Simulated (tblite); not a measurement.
Species: C6H6P (charge -1).
SMILES with atom numbers: `[PH-:1][c:2]1[cH:3][cH:4][cH:5][cH:6][cH:7]1` (hydrogens: H8 on P1; H9 on C3; H10 on C4; H11 on C5; H12 on C6; H13 on C7)

Structure used (GFN2-xTB), in Å, numbered top down from 1:
```
atom  x, y, z in Å
P1     2.779   -0.656   -0.362
C2     1.069   -0.283   -0.151
C3     0.101   -1.258   -0.470
C4    -1.242   -1.014   -0.322
C5    -1.695    0.214    0.150
C6    -0.758    1.189    0.470
C7     0.588    0.952    0.325
H8     3.221    0.575    0.073
H9     0.443   -2.218   -0.839
H10   -1.962   -1.786   -0.577
H11   -2.755    0.406    0.266
H12   -1.097    2.153    0.840
H13    1.303    1.727    0.580
```

Calculated harmonic vibrations of the isolated species, GFN2-xTB (tblite), most abundant isotopes, no scaling. This tight-binding method is rough: wavenumbers can miss measured ones by several per cent, in bad cases by 10 to 20. Modes of hydrogen on phosphorus can be 10 to 20 % off. One conformer, not necessarily the lowest.

Harmonic wavenumbers (cm⁻¹): 159.9, 264.5, 343.4, 379.5, 411.6, 424.8, 584.8, 631.0, 707.9, 718.0, 817.3, 849.7, 904.5, 904.8, 908.2, 964.5, 1075.8, 1113.9, 1121.3, 1179.8, 1208.1, 1281.5, 1350.3, 1440.2, 1448.6, 1530.3, 1592.3, 2277.8, 2984.5, 2988.0, 3017.9, 3026.1, 3037.3.

A = 5672, B = 1592, C = 1243 MHz; mass 109.021 u (most abundant isotopes); point group Cs, symmetry number 1.

What is the zero-point energy?

Half the sum of the wavenumbers: 20824 cm⁻¹ = 249.11 kJ/mol.

What is S at 298.15 K and 1 bar for an ideal gas of classical rigid rotors and harmonic oscillators?

Translation 167.37, rotation 116.11, vibration 45.72: S = 329.2 J/(mol K).

And Cp and H(298.15 K) − H(0)?

Cp = 109.25 J/(mol K), of which vibrations give 76.00 (their classical limit is 33 R = 274.4); H(298.15 K) − H(0) = 18.82 kJ/mol without the zero-point energy, 8.91 from vibrations.

How do the functions run with temperature in this model?

```csv
T (K),S (J/(mol K)),Cp (J/(mol K)),H − H(0) (kJ/mol),G − H(0) (kJ/mol),ln q(vib)
100,252.0,45.8,3.69,-21.51,0.14
200,292.6,76.1,9.73,-48.80,0.85
300,329.9,109.9,19.02,-79.94,1.93
500,400.3,167.2,47.08,-153.06,4.66
800,491.2,218.5,105.72,-287.25,9.14
1000,542.3,239.4,151.63,-390.71,12.06
```

q(vib) and H(0) count from the zero-point level.

What must be added to the electronic energy to get the Gibbs energy at 298.15 K and 1 bar?

ZPE + [H(298.15 K) − H(0)] − T·S = 249.11 + 18.82 − 98.15 = 169.78 kJ/mol.

Which modes carry the vibrational entropy at 298.15 K?

159.9 cm⁻¹: 10.67; 264.5 cm⁻¹: 6.83; 343.4 cm⁻¹: 5.01; 379.5 cm⁻¹: 4.36; 411.6 cm⁻¹: 3.85; 424.8 cm⁻¹: 3.66 J/(mol K); the other 27 give 11.34 together.

Hindered rotation and anharmonicity are outside this model. Other conformers, if any are populated, would add a mixing term that is left out.

The run took 0.36 s wall on Arm Neoverse V1, one thread, no GPU, shared host with 32 logical CPUs at a one-minute load of 14. This covers the Hessian and the dipole derivatives.
